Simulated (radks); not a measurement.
The numbers below are computed, except where a source is named.
All-electron atom: Zn+ in [Ar] 3d9 4s2 (not the ground configuration). Level of theory: Dirac Kohn-Sham, PBE, spin-unpolarised, spherical densities, point nucleus; open shells fill j = l - 1/2 first (a radial shooting solver on a logarithmic mesh with Libxc functionals).

Normalised radial functions P(r) = r R(r) (large component), r in bohr:

| r | 3d5/2 |
|---|---|
| 0.00192 | 0.0000 |
| 0.002182 | 0.0000 |
| 0.0025 | 0.0000 |
| 0.002864 | 0.0000 |
| 0.003255 | 0.0000 |
| 0.003729 | 0.0000 |
| 0.004273 | 0.0000 |
| 0.004895 | 0.0000 |
| 0.005564 | 0.0001 |
| 0.006374 | 0.0001 |
| 0.007303 | 0.0001 |
| 0.0083 | 0.0002 |
| 0.009509 | 0.0003 |
| 0.01089 | 0.0004 |
| 0.01238 | 0.0005 |
| 0.01419 | 0.0008 |
| 0.01625 | 0.0012 |
| 0.01862 | 0.0017 |
| 0.02116 | 0.0025 |
| 0.02425 | 0.0036 |
| 0.02778 | 0.0052 |
| 0.03157 | 0.0073 |
| 0.03617 | 0.0106 |
| 0.04144 | 0.0151 |
| 0.0471 | 0.0211 |
| 0.05396 | 0.0298 |
| 0.06182 | 0.0417 |
| 0.07083 | 0.0579 |
| 0.0805 | 0.0781 |
| 0.09223 | 0.1061 |
| 0.1057 | 0.1426 |
| 0.1201 | 0.1858 |
| 0.1376 | 0.2427 |
| 0.1576 | 0.3117 |
| 0.1792 | 0.3880 |
| 0.2053 | 0.4803 |
| 0.2352 | 0.5819 |
| 0.2694 | 0.6889 |
| 0.3062 | 0.7894 |
| 0.3508 | 0.8892 |
| 0.4019 | 0.9744 |
| 0.4568 | 1.0337 |
| 0.5233 | 1.0677 |
| 0.5996 | 1.0680 |
| 0.6815 | 1.0371 |
| 0.7807 | 0.9744 |
| 0.8945 | 0.8869 |
| 1.025 | 0.7820 |
| 1.165 | 0.6747 |
| 1.334 | 0.5587 |
| 1.529 | 0.4468 |
| 1.738 | 0.3500 |
| 1.991 | 0.2593 |
| 2.281 | 0.1832 |
| 2.592 | 0.1255 |
| 2.97 | 0.0789 |
| 3.402 | 0.0461 |
| 3.898 | 0.0248 |
| 4.43 | 0.0127 |
| 5.076 | 0.0056 |
| 5.815 | 0.0021 |
| 6.609 | 0.0008 |
| 7.572 | 0.0002 |

3d5/2: eigenvalue -26.144 eV, 0 radial nodes, <r> = 0.845 bohr, 90 % of the charge inside 1.46 bohr.
